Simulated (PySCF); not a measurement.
PBE on Rh⁻ (rhodium, charge -1), [Kr] 4d8 5s2, high-spin 3F determinant. Calculation: PySCF 2.14, in aug-cc-pVDZ-PP with ECP28MDF; scalar relativity through the core potential.

```
cycle= 1 E= -110.179186937213  delta_E= -0.0188  |g|= 0.116  |ddm|= 0.728
cycle= 2 E= -110.168274711011  delta_E= 0.0109  |g|= 0.205  |ddm|= 0.263
cycle= 3 E= -110.182868211703  delta_E= -0.0146  |g|= 0.0267  |ddm|= 0.211
cycle= 4 E= -110.183431722338  delta_E= -0.000564  |g|= 0.000707  |ddm|= 0.0628
cycle= 5 E= -110.183432607249  delta_E= -8.85e-07  |g|= 0.000133  |ddm|= 0.00501
cycle= 6 E= -110.183432634114  delta_E= -2.69e-08  |g|= 5.58e-06  |ddm|= 0.000665
cycle= 7 E= -110.183432634185  delta_E= -7.15e-11  |g|= 4.57e-07  |ddm|= 3.99e-05
converged SCF energy = -110.183432634185  <S^2> = 2.0142018  2S+1 = 3.009453
```

Highest occupied orbital energy: 1.027 eV; ⟨L²⟩ = 12.02; populations by l: s 4.00, p 6.00, d 8.00, f 0.00.

Problem. Can this result be used?

Solution. With care. The run converged. Energies and moments cover only the electrons outside the core potential. At PBE the highest occupied level has a positive energy, so only the finite basis holds that electron; in a semilocal or global hybrid functional this comes from self-interaction and does not mean that the real anion is unbound.
